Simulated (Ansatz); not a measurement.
Geometry optimisation, RKS CAM-B3LYP/STO-3G in Ansatz 0.2.0.

input.yaml

```yaml
crystal:
  periodic: [false, false, false]
  atoms:
    - { symbol: B, position_ang: [0.0, 0.0, 0.0] }
    - { symbol: "N", position_ang: [0.0, 0.0, 1.55] }
    - { symbol: H, position_ang: [-0.877, -0.2713, 2.08] }
    - { symbol: H, position_ang: [0.877, 0.2713, 2.08] }
    - { symbol: Cl, position_ang: [1.6108, 0.0, -0.93] }
    - { symbol: Cl, position_ang: [-1.6108, 0.0, -0.93] }
basis:
  gaussian: { orbitals: STO-3G }
hamiltonian:
  xc: cam_b3lyp
relax:
  f_tol: 0.02
  max_steps: 40
```

Command:

```bash
$ ansatz run input.yaml --threads 1 --pin off --max-ram 2048MiB --backend cpu --events-out ev --progress --plain --runs-dir out
```

**Question.** Where does it end, and by what steps?

**Answer.** The forces met the threshold. Limits of this set-up: minimal basis. After 5 steps the energy has fallen by 0.871 eV; H3 moved furthest, 0.22 Å.

```tsv
step	energy less start (eV)	largest force component (eV/Å)	accepted
0	0.0000	5.474	yes
1	-0.8140	0.919	yes
2	-0.8617	0.814	yes
3	-0.8642	0.463	yes
4	-0.8704	0.066	yes
5	-0.8710	0.011	yes
```

```xyz
6
Properties=species:S:1:pos:R:3
B 0.000 0.000 0.059
N 0.000 0.000 1.440
H -0.867 -0.063 2.004
H 0.867 0.063 2.004
Cl 1.551 0.114 -0.828
Cl -1.551 -0.114 -0.828
```

The run took 11 s on 1 thread of Arm Neoverse V1, on a shared host, peak memory 0.12 GiB.
